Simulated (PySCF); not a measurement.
**Fractional electron number in Sm (samarium, neutral)**

The 6s beta orbital of [Xe] 4f6 6s2 is emptied in steps (occupation f), with all orbitals relaxed, ending at [Xe] 4f6 6s1. Computed with PySCF 2.14 in def2-TZVP with the def2 core potential (28 electrons), with scalar relativity through the core potential. The exact energy is a straight line in f; departures are measured from the line between the end points of the same method.

```json
{"f": "1", "r2SCAN0 (eV)": "0.000"}
{"f": "0.9", "r2SCAN0 (eV)": "-0.121"}
{"f": "0.7", "r2SCAN0 (eV)": "-0.278"}
{"f": "0.5", "r2SCAN0 (eV)": "-0.323"}
{"f": "0.3", "r2SCAN0 (eV)": "-0.263"}
{"f": "0.1", "r2SCAN0 (eV)": "-0.109"}
{"f": "0", "r2SCAN0 (eV)": "0.000"}
```

```json
{"method": "r2SCAN0", "E(f=0) − E(f=1) (eV)": "5.293", "−ε at f=1 (eV)": "3.938", "−ε at f=0.5 (eV)": "5.335"}
```

Orbital energy along the path (eV):

| f | r2SCAN0 |
| --- | --- |
| 1 | -3.938 |
| 0.9 | -4.224 |
| 0.7 | -4.795 |
| 0.5 | -5.335 |
| 0.3 | -5.836 |
| 0.1 | -6.279 |
| 0 | -6.412 |

Reference removal energy between the ground levels: 5.644 eV (measured; NIST Atomic Spectra Database, ionization energies). The calculation has no spin-orbit coupling.
